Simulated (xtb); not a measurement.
C6H4Cl, doublet, geometry from GFN2-xTB, atoms displaced at random by about 0.1 Å a coordinate; GFN2-xTB (xtb).

Input for xtb:
```
$ xtb mol.xyz --gfn 2 --uhf 1 --opt extreme --json

# file mol.xyz
11

Cl     2.16444144    -0.71879720    -0.08066419
C      0.63569032    -0.12699712     0.06346957
C     -0.34519004    -1.31000733     0.01162934
C     -1.75036811    -0.69558932    -0.09348303
C     -2.36327827     0.29436473    -0.00035306
C     -1.26935014     1.65771720     0.00919591
C      0.25767875     1.24231342    -0.19017448
H     -2.57773904    -1.71387391     0.07064017
H     -3.25834433     0.80082084     0.26730761
H     -1.39597766     2.44491087     0.10161436
H      0.84702577     1.87459009     0.07953759
```

It wrote (shortened):

```
   ID    Z sym.   atoms
    1   17 Cl     1
    2    6 C      2-7
    3    1 H      8-11

           -------------------------------------------------
          |                Calculation Setup                |
           -------------------------------------------------

           -------------------------------------------------
          |                 G F N 2 - x T B                 |
           -------------------------------------------------

          ...................................................
          :                      SETUP                      :
          :.................................................:
          :  # basis functions                  38          :
          :  # atomic orbitals                  37          :
          :  # shells                           19          :
          :  # electrons                        35          :
          :  max. iterations                   250          :
          :  Hamiltonian                  GFN2-xTB          :
          :  restarted?                      false          :
          :  GBSA solvation                  false          :
          :  PC potential                    false          :
          :  electronic temp.          300.0000000     K    :
          :  accuracy                    1.0000000          :
          :  -> integral cutoff          0.2500000E+02      :
          :  -> integral neglect         0.1000000E-07      :
          :  -> SCF convergence          0.1000000E-05 Eh   :
          :  -> wf. convergence          0.1000000E-03 e    :
          :  Broyden damping             0.4000000          :
          :  net charge                          0          :
          :  unpaired electrons                  1          :
          ...................................................

 iter      E             dE          RMSdq      gap      omega  full diag
   1    -19.3472616 -0.193473E+02  0.667E+00    2.18       0.0  T
   2    -19.1007296  0.246532E+00  0.547E+00    1.21       1.0  T
   3    -18.9091507  0.191579E+00  0.578E+00    2.76       1.0  T
   4    -19.3648619 -0.455711E+00  0.186E+00    1.75       1.0  T
   5    -19.3969348 -0.320728E-01  0.146E+00    2.11       1.0  T
   6    -19.4028291 -0.589433E-02  0.854E-01    2.07       1.0  T
   7    -19.4039010 -0.107194E-02  0.520E-01    2.04       1.0  T
   8    -19.4047967 -0.895630E-03  0.274E-01    2.06       1.0  T
   9    -19.4052903 -0.493664E-03  0.105E-01    2.07       1.0  T
  10    -19.4053739 -0.835787E-04  0.769E-02    2.08       1.0  T
  11    -19.4053819 -0.795951E-05  0.452E-02    2.08       1.0  T
  12    -19.4053880 -0.616682E-05  0.234E-02    2.08       1.3  T
  13    -19.4053898 -0.177451E-05  0.158E-02    2.08       1.9  T
  14    -19.4053886  0.117956E-05  0.275E-02    2.08       1.1  T
  15    -19.4053915 -0.286447E-05  0.111E-02    2.08       2.7  T
  16    -19.4053919 -0.387917E-06  0.385E-03    2.08       7.8  T
  17    -19.4053919 -0.577821E-07  0.762E-04    2.08      39.6  T
  18    -19.4053919  0.185340E-07  0.205E-03    2.08      14.7  T
  19    -19.4053919 -0.205247E-07  0.401E-04    2.08      75.3  T

   *** convergence criteria satisfied after 19 iterations ***

         :::::::::::::::::::::::::::::::::::::::::::::::::::::
         ::                     SUMMARY                     ::
         :::::::::::::::::::::::::::::::::::::::::::::::::::::
         :: total energy             -18.970112146301 Eh    ::
         :: gradient norm              0.974413226988 Eh/a0 ::
         :: HOMO-LUMO gap              2.079438164129 eV    ::
         ::.................................................::
         :: SCC energy               -19.405382653394 Eh    ::
         :: -> isotropic ES            0.000927975726 Eh    ::
         :: -> anisotropic ES          0.000322676646 Eh    ::
         :: -> anisotropic XC          0.009517061759 Eh    ::
         :: -> dispersion             -0.008861221507 Eh    ::
         :: repulsion energy           0.435270507093 Eh    ::
         :: add. restraining           0.000000000000 Eh    ::
         :: total charge               0.000000000003 e     ::
         :::::::::::::::::::::::::::::::::::::::::::::::::::::

      -----------------------------------------------------------
     |                   =====================                   |
     |                        A N C O P T                        |
     |                   =====================                   |
     |               Approximate Normal Coordinate               |
     |                Rational Function Optimizer                |
      -----------------------------------------------------------
      -----------------------------------------------------------
     |                   =====================                   |
     |                        A N C O P T                        |
     |                   =====================                   |
     |               Approximate Normal Coordinate               |
     |                Rational Function Optimizer                |
      -----------------------------------------------------------

          ...................................................
          :                      SETUP                      :
          :.................................................:
          :   optimization level           extreme          :
          :   max. optcycles                   220          :
          :   ANC micro-cycles                  20          :
          :   degrees of freedom                27          :
          :.................................................:
          :   RF solver                   davidson          :
          :   write xtbopt.log                true          :
          :   linear?                        false          :
          :   energy convergence         0.5000000E-07 Eh   :
          :   grad. convergence          0.5000000E-04 Eh/α :
[...]
 * total energy  :   -19.3220984 Eh     change       -0.1071631E-02 Eh
 * total energy  :   -19.3220189 Eh     change        0.7950647E-04 Eh
 * total energy  :   -19.3222645 Eh     change       -0.2456530E-03 Eh
 * total energy  :   -19.3222708 Eh     change       -0.6250887E-05 Eh
 * total energy  :   -19.3222999 Eh     change       -0.2916020E-04 Eh
 * total energy  :   -19.3223061 Eh     change       -0.6186309E-05 Eh
 * total energy  :   -19.3223096 Eh     change       -0.3448830E-05 Eh
 * total energy  :   -19.3223105 Eh     change       -0.9035482E-06 Eh
 * total energy  :   -19.3223105 Eh     change       -0.1410466E-07 Eh
 * total energy  :   -19.3223107 Eh     change       -0.2559235E-06 Eh
 * total energy  :   -19.3223108 Eh     change       -0.2703995E-07 Eh
 * total energy  :   -19.3223108 Eh     change       -0.1266913E-07 Eh
   *** GEOMETRY OPTIMIZATION CONVERGED AFTER 20 ITERATIONS ***
         :: total energy             -19.322310782687 Eh    ::
[...]
         :: -> anisotropic ES         -0.000896116186 Eh    ::
         :: -> anisotropic XC          0.010417299942 Eh    ::
         :: -> dispersion             -0.008995895889 Eh    ::
         :: repulsion energy           0.293966805679 Eh    ::
         :: add. restraining           0.000000000000 Eh    ::
         :: total charge               0.000000000000 e     ::
         :::::::::::::::::::::::::::::::::::::::::::::::::::::

           -------------------------------------------------
          |                Property Printout                |
           -------------------------------------------------

    * Orbital Energies and Occupations

         #    Occupation            Energy/Eh            Energy/eV
      -------------------------------------------------------------
         1        2.0000           -1.0557938             -28.7296
       ...           ...                  ...                  ...
         6        2.0000           -0.5850631             -15.9204
         7        2.0000           -0.5436877             -14.7945
         8        2.0000           -0.5162061             -14.0467
         9        2.0000           -0.5105577             -13.8930
        10        2.0000           -0.5048899             -13.7388
        11        2.0000           -0.4997704             -13.5994
        12        2.0000           -0.4733480             -12.8805
        13        2.0000           -0.4535297             -12.3412
        14        2.0000           -0.4500963             -12.2477
        15        2.0000           -0.4226706             -11.5015
        16        2.0000           -0.4200382             -11.4298
        17        2.0000           -0.4011771             -10.9166
        18        1.0000           -0.3439773              -9.3601 (HOMO)
        19                         -0.2462303              -6.7003 (LUMO)
        20                         -0.2336318              -6.3574
        21                         -0.1361793              -3.7056
        22                         -0.1096351              -2.9833
        23                          0.0147052               0.4001
        24                          0.0202199               0.5502
        25                          0.0202845               0.5520
        26                          0.0337386               0.9181
        27                          0.1191233               3.2415
        28                          0.1271712               3.4605
        29                          0.1611255               4.3844
       ...                                ...                  ...
        37                          0.6370255              17.3343
      -------------------------------------------------------------
                  HL-Gap            0.0977470 Eh            2.6598 eV
             Fermi-level           -0.3338405 Eh           -9.0843 eV

     #   Z          covCN         q      C6AA      α(0)
     1  17 Cl       0.956    -0.166   104.372    15.630
     2   6 C        2.883     0.111    25.549     8.287
     3   6 C        2.047    -0.060    32.591     9.221
     4   6 C        2.917    -0.016    28.414     8.741
     5   6 C        2.929    -0.029    28.726     8.790
     6   6 C        2.920    -0.032    28.798     8.800
     7   6 C        2.962    -0.037    28.906     8.819
     8   1 H        0.926     0.062     2.179     2.308
     9   1 H        0.926     0.051     2.308     2.376
    10   1 H        0.926     0.053     2.287     2.365
    11   1 H        0.926     0.064     2.157     2.297

 Mol. C6AA /au·bohr⁶  :       2340.245898
 Mol. C8AA /au·bohr⁸  :      67523.058764
 Mol. α(0) /au        :         77.632366

Wiberg/Mayer (AO) data.
largest (>0.10) Wiberg bond orders for each atom

 ---------------------------------------------------------------------------
     #   Z sym  total        # sym  WBO       # sym  WBO       # sym  WBO
 ---------------------------------------------------------------------------
     1  17 Cl   1.121 --     2 C    0.967
     2   6 C    3.919 --     3 C    1.459     7 C    1.352     1 Cl   0.967
                             5 C    0.108
     3   6 C    3.297 --     4 C    1.506     2 C    1.459     6 C    0.107
     4   6 C    3.988 --     3 C    1.506     5 C    1.375     8 H    0.954
                             7 C    0.116
     5   6 C    3.985 --     6 C    1.445     4 C    1.375     9 H    0.962
                             2 C    0.108
     6   6 C    3.992 --     7 C    1.448     5 C    1.445    10 H    0.961
                             3 C    0.107
     7   6 C    3.982 --     6 C    1.448     2 C    1.352    11 H    0.958
                             4 C    0.116
     8   1 H    0.996 --     4 C    0.954
     9   1 H    0.997 --     5 C    0.962
    10   1 H    0.997 --     6 C    0.961
    11   1 H    0.996 --     7 C    0.958
 ---------------------------------------------------------------------------

Topologies differ in total number of bonds
Writing topology from bond orders to xtbtopo.mol

molecular dipole:
                 x           y           z       tot (Debye)
 q only:       -0.938       0.473       0.041
   full:       -0.774       0.523       0.036       2.375
molecular quadrupole (traceless):
                xx          xy          yy          xz          yz          zz
 q only:       -0.616       1.561       1.599       0.050      -0.026      -0.983
  q+dip:        2.245       1.633       2.246      -0.176       0.044      -4.491
   full:        1.293       1.031       0.996      -0.078       0.004      -2.288

optimized geometry written to: xtbopt.xyz

           -------------------------------------------------
          | TOTAL ENERGY              -19.322310782687 Eh   |
          | GRADIENT NORM               0.000047083535 Eh/α |
          | HOMO-LUMO GAP               2.659830850538 eV   |
           -------------------------------------------------
```
